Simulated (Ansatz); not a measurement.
`N#[C][Sn]([Cl])([C]#N)[C]#N` + HCl → `N#[C][Sn]([Cl])([Cl])[C]#N` + `C#N` at 600 K and 1 bar (ligand exchange at the Sn–C bond).

Program: Ansatz. Geometries: PBE0-D4/def2-TZVP. ΔE: electronic, gas phase. CBS: MP2 limit from def2 TZ/QZ plus the TZ coupled-cluster correction, frozen cores. This one scheme is used for every species. def2 core potentials past Kr. For Sn outer-core shells are correlated without core-valence functions, which leaves a few kJ/mol of doubt a bond.

```json
{"species": "`N#[C][Sn]([Cl])([C]#N)[C]#N`", "CCSD(T)/CBS energy (Eh)": "-952.04997", "H − E (kJ/mol)": "140.0", "S (J/(mol·K))": "532.1"}
{"species": "HCl", "CCSD(T)/CBS energy (Eh)": "-460.38127", "H − E (kJ/mol)": "35.4", "S (J/(mol·K))": "207.2"}
{"species": "`N#[C][Sn]([Cl])([Cl])[C]#N`", "CCSD(T)/CBS energy (Eh)": "-1319.13996", "H − E (kJ/mol)": "115.5", "S (J/(mol·K))": "508.7"}
{"species": "`C#N`", "CCSD(T)/CBS energy (Eh)": "-93.32098", "H − E (kJ/mol)": "64.3", "S (J/(mol·K))": "228.4"}
```

H − E and S are ideal-gas, rigid-rotor, harmonic terms from PBE0-D4/def2-TZVP. 1 Eh = 2625.50 kJ/mol, R = 8.31446 J/(mol·K).

**Question.** By hand: ΔE, ΔH, ΔS and ΔG.

**Answer.** ΔE = (-1319.13996) + (-93.32098) − (-952.04997) − (-460.38127) = -0.02970 Eh = -78.0 kJ/mol. Δ(H − E) = 115.5 + 64.3 − 140.0 − 35.4 = 4.4, so ΔH = -73.6 kJ/mol. ΔS = 508.7 + 228.4 − 532.1 − 207.2 = -2.2 J/(mol·K). ΔG = -73.6 − 600 × (-2.2)/1000 = -72.3 kJ/mol.

**Question.** By hand: the equilibrium constant, and the temperature at which ΔG would vanish if ΔH and ΔS stayed fixed.

**Answer.** log₁₀ K = −ΔG/(RT ln 10) = 6.3. ΔG = 0 at ΔH/ΔS = 33455 K, far beyond where these terms or the molecules hold.

The number of gas molecules stays the same, so ΔS is small and ΔH decides. A doubt of 5 kJ/mol in ΔE shifts log₁₀ K by 0.4 here. These are equilibria of isolated gas molecules and say nothing of rates. Largest T1 diagnostic: 0.014 (customary marks: 0.02 for closed shells, 0.045 for open ones).
